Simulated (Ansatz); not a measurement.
Ga₁₀Sb₁₀H₂₈, a nanocrystal cut from zinc blende GaSb (hydrogen-capped), relaxed as a singlet with RKS PBE-D4/def2-SVP in Ansatz, starting from a model built from a lattice or polyhedron. Force threshold 0.03 eV/Å.

In the def2 sets Sb takes a core potential; there is no spin–orbit coupling. Single mean-field runs in def2-SVP are fitted with def2-universal-jkfit.

Start:

```xyz
48

Ga   -0.8260    3.0460    3.7372
Ga    1.1976   -4.0305    2.5175
Ga   -0.7438   -3.9174   -1.3427
Ga   -2.7685    3.1536   -0.1093
Ga   -2.7447   -0.3240   -2.6459
Ga   -0.7934   -0.4450    1.1854
Ga    2.8323    1.7915    1.8622
Ga    2.8978   -1.6722   -0.6891
Ga    0.8728    1.8936   -1.9584
Ga    0.9398   -1.5650   -4.5387
Sb   -0.2326   -1.9849    3.2520
Sb   -2.1968    1.6379    1.9523
Sb    1.4049    3.8515    2.6450
Sb   -2.1879   -1.8603   -0.5704
Sb    3.4346   -3.2206    1.3930
Sb    1.4915   -3.0861   -2.4624
Sb   -4.1488    1.7660   -1.8788
Sb   -0.5382    4.0083   -1.2072
Sb   -0.4753    0.4919   -3.7680
Sb    1.4453    0.3763    0.0886
H    -1.6785    4.2568    4.1927
H    -0.5191    2.1578    4.9715
H     1.5012   -4.9158    3.7025
H     0.3895   -4.8439    1.4636
H    -1.5515   -4.7301   -2.3676
H    -0.4402   -4.8144   -0.1538
H    -3.5999    4.3606    0.3552
H    -3.5621   -1.1614   -3.6879
H     3.1608    0.9166    3.0507
H     4.1548    2.2865    1.2066
H     4.1933   -1.1980   -1.3547
H     2.1765    2.4246   -2.6534
H     0.1119   -2.3791   -5.5780
H     2.2583   -1.0931   -5.1905
H    -1.6759   -2.5042    4.0097
H     0.6451   -1.0613    4.4186
H    -3.6828    1.0866    2.6722
H     2.3229    4.7799    3.7847
H     1.0369    4.8663    1.2716
H    -3.6300   -2.4089    0.1518
H     4.3343   -4.5807    0.8497
H     4.3390   -2.2578    2.5213
H     2.4114   -4.4285   -2.9563
H    -5.6186    1.2049   -1.1392
H    -4.5271    2.7511   -3.2250
H    -0.9134    4.9842   -2.5662
H     0.3496    4.8930   -0.0709
H    -0.8470    1.4976   -5.1412
```

```tsv
step	energy (eV)	largest force component (eV/Å)	SCF passes
1	-589474.1392	1.009	20
2	-589475.9645	0.419	26
3	-589476.3338	0.146	20
4	-589476.4221	0.094	19
5	-589476.4774	0.118	19
6	-589476.5156	0.051	20
7	-589476.5378	0.079	20
8	-589476.5538	0.150	20
9	-589476.5617	0.170	19
10	-589476.5711	0.139	20
11	-589476.5779	0.170	20
12	-589476.5851	0.117	21
13	-589476.5929	0.043	19
14	-589476.6000	0.122	20
15	-589476.6034	0.209	20
16	-589476.6075	0.172	21
17	-589476.6118	0.055	20
18	-589476.6122	0.147	19
19 (rejected)	-589476.6111	0.176	20
20	-589476.6165	0.074	21
21	-589476.6174	0.040	21
22	-589476.6186	0.029	20
23	-589476.6194	0.030	20
24	-589476.6197	0.032	15
25	-589476.6200	0.019	14
26	-589476.6202	0.007	21
```

Force components are those of the run's own axes.

End:

| atom | x (Å) | y (Å) | z (Å) |
| --- | --- | --- | --- |
| Ga1 | -1.158 | 2.883 | 4.085 |
| Ga2 | 1.733 | -3.637 | 3.327 |
| Ga3 | -0.588 | -4.068 | -1.063 |
| Ga4 | -2.930 | 3.421 | -0.080 |
| Ga5 | -2.718 | -0.345 | -2.981 |
| Ga6 | -0.808 | -0.275 | 0.831 |
| Ga7 | 2.958 | 1.167 | 2.042 |
| Ga8 | 2.862 | -1.588 | -1.085 |
| Ga9 | 1.087 | 2.043 | -2.228 |
| Ga10 | 0.839 | -1.642 | -4.976 |
| Sb11 | -0.193 | -1.745 | 2.993 |
| Sb12 | -2.197 | 1.759 | 1.849 |
| Sb13 | 1.372 | 3.063 | 3.143 |
| Sb14 | -2.111 | -1.824 | -0.858 |
| Sb15 | 3.198 | -3.140 | 1.112 |
| Sb16 | 1.267 | -2.976 | -2.665 |
| Sb17 | -4.012 | 1.771 | -1.899 |
| Sb18 | -0.605 | 3.951 | -1.308 |
| Sb19 | -0.378 | 0.531 | -3.869 |
| Sb20 | 1.520 | 0.511 | -0.122 |
| H21 | -1.758 | 4.333 | 4.237 |
| H22 | -1.148 | 1.760 | 5.193 |
| H23 | 2.567 | -3.185 | 4.585 |
| H24 | 0.994 | -5.010 | 3.107 |
| H25 | -1.423 | -5.216 | -1.744 |
| H26 | 0.052 | -4.168 | 0.391 |
| H27 | -3.802 | 4.694 | 0.246 |
| H28 | -3.663 | -1.000 | -4.063 |
| H29 | 2.790 | -0.118 | 2.966 |
| H30 | 4.345 | 1.819 | 1.680 |
| H31 | 4.289 | -1.151 | -1.609 |
| H32 | 2.311 | 2.762 | -2.918 |
| H33 | -0.296 | -2.359 | -5.808 |
| H34 | 2.242 | -1.176 | -5.527 |
| H35 | -1.707 | -2.394 | 3.489 |
| H36 | -0.091 | -0.580 | 4.250 |
| H37 | -3.703 | 1.034 | 2.267 |
| H38 | 2.256 | 3.942 | 4.328 |
| H39 | 1.338 | 4.345 | 1.997 |
| H40 | -3.612 | -2.114 | -0.064 |
| H41 | 3.583 | -4.690 | 0.477 |
| H42 | 4.783 | -2.792 | 1.675 |
| H43 | 2.276 | -4.300 | -3.105 |
| H44 | -5.499 | 1.250 | -1.212 |
| H45 | -4.714 | 2.727 | -3.145 |
| H46 | -0.953 | 5.112 | -2.528 |
| H47 | 0.242 | 5.025 | -0.268 |
| H48 | -0.838 | 1.590 | -5.148 |

By distances, no bond broke or formed. The bond that changes most is Ga2–Sb11, from 2.60 to 2.72 Å (atoms count from 1).

The force fell under the threshold at step 22, but the optimiser went on. No frequencies were taken in this run, so the end may be a saddle point.

Hardware: 11 threads of AMD EPYC 7R13 on a shared host and a whole NVIDIA H100 80GB HBM3. Wall time 94 s, peak host memory 1.5 GiB.
